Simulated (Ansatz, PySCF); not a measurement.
Constitutional and geometric isomers with formula H5NSi2. All species are isolated molecules in the gas phase. Strings in code marks are SMILES.

Quantity: electronic energy of isomers of H5NSi2 relative to `[SiH2]=N[SiH3]`, in eV. The restricted reference of `N[SiH]=[SiH2]`, `[H]/N=[SiH]/[SiH3]` and `[SiH2]=N[SiH3]` is unstable towards unrestricted orbitals.

Level 1: frozen-core CCSDT(Q)/6-31g // PBE0-D3(BJ)/def2-TZVP (Ansatz, a program for electronic structure)
Level 2: PBE-D3(BJ)/def2-TZVP // PBE0-D3(BJ)/def2-TZVP (PySCF)
Level 3: r2SCAN0/cc-pVTZ // PBE0-D3(BJ)/def2-TZVP (Ansatz)
Level 4: HF/3-21G // PBE0-D3(BJ)/def2-TZVP (PySCF)

```json
[
 {"species": "`[H]/N=[SiH]/[SiH3]`", "level 2": "0.51", "level 3": "0.67", "level 4": "0.96"},
 {"species": "`N[SiH]=[SiH2]`", "level 2": "0.152", "level 3": "0.287", "level 4": "-0.157"}
]
```

What does level 1 give for each?


- `[H]/N=[SiH]/[SiH3]`: 0.182
- `N[SiH]=[SiH2]`: -0.59
